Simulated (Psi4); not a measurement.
Pair of molecules: NH3 (SMILES N) (first 4 atoms) with CH3F (SMILES CF); geometry from B3LYP-D3(BJ)/def2-TZVP.
(charge 0, multiplicity 1):
```xyz
9

N      0.00140    -0.17523     0.29842
H      0.23762    -0.88215    -0.38847
H     -0.14930     0.69280    -0.20279
H      0.81221    -0.04631     0.89497
C      0.14806    -0.53988     3.63729
F      1.38261    -0.16626     3.09453
H     -0.15385     0.22191     4.35657
H     -0.57097    -0.61300     2.82247
H      0.27067    -1.50193     4.13562
```

The numbers are results of Psi4 with SAPT0/jun-cc-pV(D+d)Z, not measurements.

Question: Give the four SAPT terms and the total, and say what mostly holds the pair together.

Answer: electrostatics -4.61, exchange 3.87, induction -0.78, dispersion -1.21, total -2.73 kcal/mol; the largest attraction is electrostatics.
